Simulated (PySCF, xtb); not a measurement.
C4H2F2, SMILES C#C/C(F)=C\F.

Harmonic wavenumbers (cm⁻¹) from GFN2-xTB (xtb) at its own minimum, in rising order: 117, 229, 261, 297, 450, 510, 566, 663, 689, 776, 810, 1131, 1156, 1276, 1686, 2252, 3102, 3395.

Q: What does PBE0-D3(BJ)/def2-SVP (PySCF) give at its own minimum? (Estimate from the structure and the level; the computed values follow.)

A: 137, 274, 298, 324, 497, 622, 656, 667, 747, 826, 850, 1238, 1278, 1376, 1776, 2242, 3248, 3487. Paired by order, the mean absolute difference is 66 cm⁻¹ and the zero-point energies are 27.7 and 29.4 kcal/mol.
